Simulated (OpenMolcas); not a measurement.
# Ti²⁺: Racah parameters, the spin-orbit constant, worked from levels

```json
{
  "Program": "OpenMolcas",
  "Basis": "ANO-R1 [5s4p3d1f]",
  "Scalar Hamiltonian": "X2C, finite nucleus",
  "Active space": "2 electrons in 5 orbitals (3d)",
  "State averaging": "2S+1 = 3 even, 10 roots; 2S+1 = 1 even, 15 roots",
  "Spin-orbit coupling": "RASSI with atomic mean-field integrals over the reference wave functions, term energies averaged over their components"
}
```

Methods: CASSCF; SS-CASPT2, IPEA 0.25 Eh, imaginary shift 0.1 Eh (closed shells correlated: 3s 3p). Measured levels: Corliss and Sugar, J. Phys. Chem. Ref. Data 8, 1 (1979).

**Racah parameters.** Above 3F, d2 has 3P at 15B, 1G at 12B + 2C and 1D at 5B + 2C. The first two fix B and C, and the third tests them; where it misses by thousands of cm-1, two parameters do not describe the configuration (Trees and configuration-interaction terms are left out) and B and C hang on the terms chosen. Term energies are centres of gravity, weighted by 2J + 1.

| Source | 3P | 1G | B | C | C/B | 1D from B, C | 1D found |
| --- | --- | --- | --- | --- | --- | --- | --- |
| CASSCF | 13359 | 17115 | 891 | 3214 | 3.61 | 10883 | 11012 |
| SS-CASPT2 | 11045 | 14891 | 736 | 3028 | 4.11 | 9736 | 7901 |
| measured | 10420 | 14156 | 695 | 2910 | 4.19 | 9295 | 8232 |

Energies in cm-1. From CASSCF to SS-CASPT2, B changes by -17.4 % and C by -5.8 %. Against the measured terms, SS-CASPT2 has B off by +5.9 % and C by +4.1 %.

**The spin-orbit constant.** For the Hund term 3F of d2, E(J) = (A/2) J(J+1) + constant and ζ = 2S·A = 2A. From J = 2 to J = 4 the energy changes by 7 A.

| Source | E(4) - E(2) | A | ζ |
| --- | --- | --- | --- |
| CASSCF | 437.1 | 62.4 | 125 |
| SS-CASPT2 | 438.2 | 62.6 | 125 |
| measured | 420.4 | 60.1 | 120 |

All in cm-1. SS-CASPT2 is off by +4.2 % and CASSCF by +4.0 %. Both methods take the spin-orbit matrix elements from the reference wave functions, so the second can move ζ only through the term energies and any multistate remixing. Second-order mixing with other terms is absorbed into this ζ.

Term energies are means over components that CASPT2 splits; among the terms shown or strongly mixed into the levels shown the widest spread is 560 cm-1 (3d2 3F, SS-CASPT2). Without dynamic correlation excited terms often stand tens of per cent too high (terms of higher spin than the ground term too low), and those without a measured partner can miss by more than the paired ones (holds for CASSCF). Measured partners are found by configuration, term and J. A level has none where our copy of the source lacks it or the pairing is in doubt (some pairs that miss far off the trend of their configuration count as doubtful), and it then counts in no deviation. Only configurations of the active space appear.
